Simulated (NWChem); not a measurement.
## Basis-set convergence for H4BO2P

```xyz
8

B      0.3323     0.3772     0.0000
O      0.7321     0.8679    -1.2188
H      1.3412     1.6281    -1.1675
O      0.7321     0.8679     1.2188
H      1.3412     1.6281     1.1675
P     -1.0153    -1.0293     0.0000
H     -0.4139    -1.7950     1.0568
H     -0.4139    -1.7950    -1.0568
```
Charge 0, spin multiplicity 1.

Everything below was run with NWChem. All single points use one geometry, from PBE/def2-SVP, a minimum by its harmonic frequencies. It is one conformer; others weren't searched.

Quantity: first vertical ionisation energy at the level G0W0@PBE0.

GW and range-separated runs recompute their integrals, the others keep them in memory, which bears on the times. The structure started from a generated list of species.

Costs are rough ratios of processor time within this set of runs, SCF included, with def2-SVP as 1.

```
basis       functions  first vertical ionisation energy (eV)  relative cost
----------  ---------  -------------------------------------  -------------
def2-SVP           80                                      …              1
def2-SVPD         122                                      …        under 3
def2-TZVP         154                                   9.36              7
def2-TZVPP        191                                   9.42              9
def2-TZVPD        196                                      …             10
```

Problem. What belongs in the gaps?

Solution. 
- def2-SVP, first vertical ionisation energy (eV): 8.87
- def2-SVPD, first vertical ionisation energy (eV): 9.04
- def2-TZVPD, first vertical ionisation energy (eV): 9.38
